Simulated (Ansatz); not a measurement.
Basis-set series for C$_{4}$H$_{8}$BF, SMILES `C=C(C)B(C)F`. The species carries charge 0 and has multiplicity 1. All single points use the PBE0-D4/def2-TZVP geometry. It is one conformer, not always the lowest.

```csv
functional,basis,functions,energy (Eh),HOMO (eV),LUMO (eV)
PBE0-D4,def2-SVP,124,-281.46219,-7.66,-1.03
PBE0-D4,def2-TZVPP,298,-281.77974,-7.71,-1.18
ωB97M-V,def2-SVP,124,-281.64719,-9.87,1.12
ωB97M-V,def2-TZVPP,298,-281.97860,-9.93,0.91
```

(1) Give the rows for def2-QZVPP. (Estimate.)

## Answers

(1) Computed: 
```tsv
functional	basis	functions	energy (Eh)	HOMO (eV)	LUMO (eV)
PBE0-D4	def2-QZVPP	582	-281.79509	-7.72	-1.22
ωB97M-V	def2-QZVPP	582	-281.99319	-9.94	0.84
```

Positive LUMOs are unbound and depend on the basis.
